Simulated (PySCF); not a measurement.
Species: C₅H₇NSSi.
Cartesian coordinates in Å at the GFN2-xTB level; atoms count from 1:
```xyz
15
C5H7NSSi angstrom
Si     2.9321    0.3422   -0.1069
S      1.4890   -0.5230    1.2424
C     -0.0966   -0.2823    0.5098
C     -1.2086   -0.7453    1.2103
C     -2.4610   -0.5700    0.6517
N     -2.6672    0.0153   -0.5172
C     -1.6097    0.4526   -1.1761
C     -0.3076    0.3349   -0.7171
H      2.8616   -0.3690   -1.3775
H      4.1658    0.0950    0.6157
H      2.6293    1.7606   -0.2543
H     -1.0836   -1.2286    2.1657
H     -3.3474   -0.9157    1.1663
H     -1.8129    0.9257   -2.1280
H      0.5125    0.7156   -1.3067
```

Computed, not measured: wB97X-D/def2-SVPD in PySCF (dipole) on a GFN2-xTB geometry, gas phase.

Take the most abundant isotopes and a rigid rotor. The values belong to one conformer with, in the numbering `[SiH3:1][S:2][c:3]1[cH:4][cH:5][n:6][cH:7][cH:8]1`, Si1–S2–C3–C4 -179°.

Question: Give the principal moments of inertia and the rotational constants in cm⁻¹.

Answer: Ia = 135.45, Ib = 585.37, Ic = 714.91 u·Å²; 505379 MHz·u·Å²/I gives 3731, 863.4 and 706.9 MHz, that is A = 0.12446, B = 0.02880, C = 0.02358 cm⁻¹.

Question: What kind of rotor is it?

Answer: An asymmetric top: κ = (2 × 863.4 − 3731 − 706.9)/(3731 − 706.9) = -0.90.

Question: Is it planar, by Δ = Ic − Ia − Ib?

Answer: Not planar: Δ = Ic − Ia − Ib = -5.91 u·Å². For a rigid frame Δ = −2 Σ m c², so Σ m c² = 2.96 u·Å² lies off the ab plane: 2.95 from hydrogen and 0.01 from heavier atoms. The atom farthest from that plane is 1.22 Å away.

Question: Give the other two planar moments, Paa and Pbb, and the rms extents of the mass along the axes.

Answer: Paa = Σ m a² = (Ib + Ic − Ia)/2 = 582.41 and Pbb = Σ m b² = (Ia + Ic − Ib)/2 = 132.49 u·Å². With the mass M = 141.01 u, the rms extents √(P/M) along a, b and c are 2.03, 0.97, 0.14 Å.

Question: Which types of transition are allowed, and where do some lines up to J = 4 fall?

Answer: The dipole components are |μa| = 2.37 D, |μb| = 0.64 D, |μc| = 0.00 D; the mirror of this Cs structure is the ab plane, so μc vanishes by symmetry (the 0.01 D computed is a residue) and there are no c-type lines. The squared components, which scale the intensities, stand as 1.00 : 0.07 (a : b). Some lines, for components of 0.1 D or more:

```json
{"type": "a", "branch": "Q", "J(Ka,Kc)": "4(1,3) ← 4(1,4)", "MHz": "1563", "lower level (cm⁻¹)": "0.595"}
{"type": "a", "branch": "R", "J(Ka,Kc)": "1(0,1) ← 0(0,0)", "MHz": "1570", "lower level (cm⁻¹)": "0.000"}
{"type": "a", "branch": "R", "J(Ka,Kc)": "2(1,1) ← 1(1,0)", "MHz": "3297", "lower level (cm⁻¹)": "0.153"}
{"type": "b", "branch": "Q", "J(Ka,Kc)": "4(1,3) ← 4(0,4)", "MHz": "3804", "lower level (cm⁻¹)": "0.521"}
{"type": "a", "branch": "R", "J(Ka,Kc)": "3(0,3) ← 2(0,2)", "MHz": "4686", "lower level (cm⁻¹)": "0.157"}
{"type": "a", "branch": "R", "J(Ka,Kc)": "3(2,2) ← 2(2,1)", "MHz": "4711", "lower level (cm⁻¹)": "0.550"}
{"type": "b", "branch": "R", "J(Ka,Kc)": "2(1,2) ← 1(0,1)", "MHz": "5852", "lower level (cm⁻¹)": "0.052"}
{"type": "a", "branch": "R", "J(Ka,Kc)": "4(1,4) ← 3(1,3)", "MHz": "5956", "lower level (cm⁻¹)": "0.397"}
{"type": "a", "branch": "R", "J(Ka,Kc)": "4(2,2) ← 3(2,1)", "MHz": "6338", "lower level (cm⁻¹)": "0.708"}
{"type": "b", "branch": "R", "J(Ka,Kc)": "3(2,2) ← 2(1,1)", "MHz": "13314", "lower level (cm⁻¹)": "0.263"}
{"type": "b", "branch": "R", "J(Ka,Kc)": "3(2,1) ← 2(1,2)", "MHz": "13814", "lower level (cm⁻¹)": "0.248"}
{"type": "b", "branch": "R", "J(Ka,Kc)": "4(2,2) ← 3(1,3)", "MHz": "15680", "lower level (cm⁻¹)": "0.397"}
{"type": "b", "branch": "R", "J(Ka,Kc)": "3(3,0) ← 2(2,1)", "MHz": "19445", "lower level (cm⁻¹)": "0.550"}
{"type": "b", "branch": "R", "J(Ka,Kc)": "4(3,2) ← 3(2,1)", "MHz": "20996", "lower level (cm⁻¹)": "0.708"}
```

Question: Estimate the classical rotational partition function at 10 K, 100 K and 500 K.

Answer: Point group Cs, symmetry number σ = 1; q = (√π/σ)·√((kT/h)³/(ABC)), k/h = 20836.6 MHz/K: 3530 at 10 K, 112000 at 100 K, 1250000 at 500 K.

Whether it is a minimum is left open (no frequencies). These are rigid-rotor constants of the computed structure; measured ground-state constants (B0) also hold zero-point vibration. A rigid rotor knows nothing of internal rotation, which can split or shift real lines. Quadrupole hyperfine structure (14N) is left out.
